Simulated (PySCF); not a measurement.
Structure with atom numbers: `[CH3:1][C@:2]1([C:3]([F:4])([F:5])[F:6])[CH2:7][CH2:8][O:9]1`. Each H is labelled by its parent atom. Ha(C7), Ha(C8) are pro-R; Hb(C7), Hb(C8) are pro-S.

Geometry: PBE0-D3(BJ)/def2-SVP; GIAO absolute shieldings from PySCF 2.14.0 with density-fitted response routines, gas phase, non-relativistic, averaged over equivalent atoms.

At PBE0/pcSseg-1 (188 basis functions, 29 s wall time on 1 thread of an Arm Neoverse V1, shared host):
| atoms | σ (ppm) |
| --- | --- |
| C3 | 53.3 |
| C2 | 102.3 |
| C8 | 117.8 |
| C7 | 154.9 |
| C1 | 161.9 |
| F4/F5/F6 | 277.7 |
| O9 | 287.8 |
| Ha(C8) | 26.68 |
| Hb(C8) | 26.90 |
| Hb(C7) | 28.68 |
| Ha(C7) | 28.98 |
| H(C1) | 29.82 |

Problem. Predict the values at wB97X-D/pcSseg-1 on the same geometry.

Solution. 
```
   atoms  σ at wB97X-D/pcSseg-1  change
      C3                   53.4    +0.1
      C2                  102.4    +0.1
      C8                  118.1    +0.3
      C7                  154.7    -0.2
      C1                  161.6    -0.3
F4/F5/F6                  280.2    +2.5
      O9                  291.4    +3.6
  Ha(C8)                  26.83   +0.15
  Hb(C8)                  27.05   +0.15
  Hb(C7)                  28.83   +0.15
  Ha(C7)                  29.12   +0.14
   H(C1)                  29.92   +0.10
```

The largest change is at O9 (ether oxygen). Cost: 188 basis functions, 34 s wall time on 1 thread of an Arm Neoverse V1, shared host. The order of the carbon signals is the same at both levels.
